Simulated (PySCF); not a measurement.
CH₄FGaO. Atoms are numbered in the order given.

```xyz
8

Ga    -0.3186    -0.4416     0.0000
H     -1.8635    -0.5741     0.0000
F      0.7162    -1.8552     0.0000
O      0.6203     1.0655     0.0000
C      0.0834     2.3670     0.0000
H      0.4287     2.9207    -0.8916
H      0.4287     2.9207     0.8916
H     -1.0245     2.3918     0.0000
```
Charge 0, spin multiplicity 1.

Geometry optimised at B3LYP-D3(BJ)/def2-SVP. The structure was generated by enumeration; whether it is a known compound was not checked. One conformer was computed; it need not be the lowest.

These are PBE0/def2-TZVP (PySCF) values and carry that method's errors.

Gas-phase values at a fixed geometry.

Estimate the frontier levels, gap, dipole moment and polarisability. (An estimate is asked for; the answer gives what the named calculation found.)


```yaml
highest_occupied_level: -8.22 eV
lowest_empty_level: -0.97 eV
orbital_gap: 7.26 eV
dipole_moment: 3.06 D
quadrupole, principal values (traceless, Buckingham form, about the centre of nuclear charge): -4.82, -0.34, 5.16 D·Å
mean_static_polarisability: 41.9 bohr³ (6.21 Å³)
polarisability_principal_values: 33.4, 40.4, 51.9 bohr³
```
